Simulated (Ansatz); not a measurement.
Cost and result for the atomization energy of CH₆BNO (`NCBO`) (10 atoms, 9 bonds).

Z-matrix (Å, degrees):
```
C
B 1 1.581
N 1 1.470 2 109.5
H 1 1.098 2 113.0 3 -128.3
H 1 1.098 2 106.3 3 117.2
O 2 1.344 1 117.0 3 -10.3
H 2 1.199 1 124.0 3 171.3
H 3 1.012 1 110.6 2 -88.7
H 3 1.011 1 112.1 2 152.2
H 6 0.977 2 106.4 1 -0.2
```

Total charge 0; spin multiplicity 1. The structure was optimised at the PBE0-D4/def2-TZVP level. It is one conformer, not always the lowest. Program: Ansatz. Hardware: A = 2 threads of an AMD EPYC 7R13 on a shared host; B = 2 threads of an AMD EPYC 7R13 on a shared host and a share of an NVIDIA H100 80 GB. Times are those of one run each, without the atoms' runs, and a repeat can differ threefold. Electronic energies, without spin–orbit coupling; frozen cores. CCSD(T)/CBS extrapolates def2-TZVPP and def2-QZVPP, and its time is that of the two runs behind it. T1 = 0.012. B3LYP takes the VWN-RPA correlation (the form of Gaussian; ORCA's B3LYP/G).

CCSD(T)/CBS is a level of theory with its own doubt, some kJ/mol a heavy atom from the limit and from the frozen cores, so smaller differences don't rank the functionals.

```tsv
level	functions	wall time
PBE-D4/def2-TZVPP (with forces) [A]	208	2.2 s
PBE0-D4/def2-TZVPP [A]	208	2.5 s
B3LYP-D4/def2-TZVPP (with forces) [A]	208	3.1 s
r2SCAN-D4/def2-TZVPP (with forces) [A]	208	3.8 s
CCSD(T)/def2-TZVPP [B]	208	4.6 s
B2PLYP/def2-TZVPP [A]	208	4.8 s
ωB97X-V/def2-TZVPP [A]	208	6.5 s
ωB97M-V/def2-TZVPP (with forces) [A]	208	8 s
CCSD(T)/def2-QZVPP [B]	408	15 s
CCSD(T)/CBS(def2)	–	19 s
```

Problem. What atomization energy does each give, and how far from CCSD(T)/CBS? (Best estimate.)

Solution. Computed: 
```tsv
level	atomization (kcal/mol)	difference from CCSD(T)/CBS	per bond
PBE-D4/def2-TZVPP (with forces) [A]	928.9	22.8	2.5
PBE0-D4/def2-TZVPP [A]	910.3	4.2	0.5
B3LYP-D4/def2-TZVPP (with forces) [A]	911.7	5.6	0.6
r2SCAN-D4/def2-TZVPP (with forces) [A]	909.1	3.0	0.3
CCSD(T)/def2-TZVPP [B]	883.4	-22.7	-2.5
B2PLYP/def2-TZVPP [A]	901.7	-4.4	-0.5
ωB97X-V/def2-TZVPP [A]	910.2	4.1	0.5
ωB97M-V/def2-TZVPP (with forces) [A]	913.4	7.3	0.8
CCSD(T)/def2-QZVPP [B]	896.8	-9.3	-1.0
CCSD(T)/CBS(def2)	906.1	0.0	0.0
```

In def2-TZVPP, CCSD(T) changes the Hartree–Fock value by +229.5 kcal/mol (the triples alone add +12.7 kcal/mol) and MP2 by +244.2 kcal/mol; breaking electron pairs costs correlation energy, which Hartree–Fock lacks. The D4 term adds +5.3 kcal/mol with B3LYP and +2.7 kcal/mol with PBE0; it sums over pairs of atoms, weighted by their polarisabilities, and B3LYP, whose exchange is more repulsive, gets the larger term. From PBE to PBE0 (25 % exact exchange), in def2-TZVPP and without D4, the atomization energy moves by −18.1 kcal/mol: exact exchange takes away binding that semilocal exchange gives to molecules.
